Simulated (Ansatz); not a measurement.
Zn5Cu2. The state is a triplet with charge 0. Geometry B3LYP-D4/def2-SVP, that of the neutral singlet; atoms count from 1.

```xyz
7

Cu    0.616   -0.541   -0.199
Cu   -1.174    0.599    0.830
Zn   -1.420    0.751   -1.646
Zn    1.151    0.748   -2.198
Zn    0.337    2.273   -0.222
Zn   -0.783   -1.297    2.341
Zn    1.273   -2.533    1.095
```

At PBE0-D4/def2-TZVP a singlet of charge 0 lies 1.37 eV below the triplet at the same geometry. The structure comes from a short search, and lower isomers may exist.

Q: Estimate the Mulliken populations from the PBE0/def2-TZVP orbitals of Ansatz.

A: 
| atom | charge (e) | spin (α − β) | d electrons |
| --- | --- | --- | --- |
| Cu1 | -0.05 | 0.32 | 9.82 |
| Cu2 | -0.19 | 0.42 | 9.81 |
| Zn3 | 0.08 | 0.17 | 10.02 |
| Zn4 | -0.07 | 0.40 | 10.01 |
| Zn5 | 0.08 | 0.16 | 10.02 |
| Zn6 | 0.08 | 0.34 | 10.00 |
| Zn7 | 0.08 | 0.19 | 10.01 |
Mulliken values and Mayer orders depend strongly on the basis.

Q: Where does the spin sit?

A: Summed by element: Cu 0.74, Zn 1.26, of 2 unpaired in all. Largest on single atoms: Cu2 0.42, Zn4 0.40, Zn6 0.34.

Q: And the Mayer bond orders between bonded heavy atoms (over 0.3)?

A: Cu1–Zn4 0.46 (2.44 Å); Cu1–Zn7 0.48 (2.46 Å); Cu2–Zn3 0.40 (2.49 Å); Cu2–Zn5 0.40 (2.49 Å); Cu2–Zn6 0.56 (2.46 Å); Zn3–Zn4 0.50 (2.63 Å); Zn3–Zn5 0.44 (2.73 Å); Zn4–Zn5 0.51 (2.63 Å); Zn6–Zn7 0.49 (2.70 Å).
